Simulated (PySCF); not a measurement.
Interval between two levels of Te by level of theory

Te [Kr] 4d10 5s2 5p4 [3P2, M_J = 2] → Te [Kr] 4d10 5s1 5p5 [3P2, M_J = 2], as a difference of total energies. Calculation: PySCF 2.14, in x2c-TZVPall-2c (8s9p5d2f, 74 functions); the two-component X2C-1e Hamiltonian. Correlated levels: [Ar] 3d10 frozen; the 6 highest virtual spinors dropped. "Screened" scales the spin-orbit matrix elements by Boettger's factors to mimic the two-electron term; Breit and QED terms are absent.

| method | interval between two levels (cm⁻¹) |
| --- | --- |
| GHF (spin-free) | 80496 |
| GMP2 (spin-free) | 75255 |
| GHF (screened spin-orbit) | 81237 |
| GMP2 (screened spin-orbit) | 75734 |

The labels give the starting determinants; with spin-orbit coupling the two ends relaxed to ⟨J²⟩ = 6.03, ⟨L²⟩ = 2.29, ⟨S²⟩ = 1.90 and ⟨J²⟩ = 6.03, ⟨L²⟩ = 2.03, ⟨S²⟩ = 2.04.
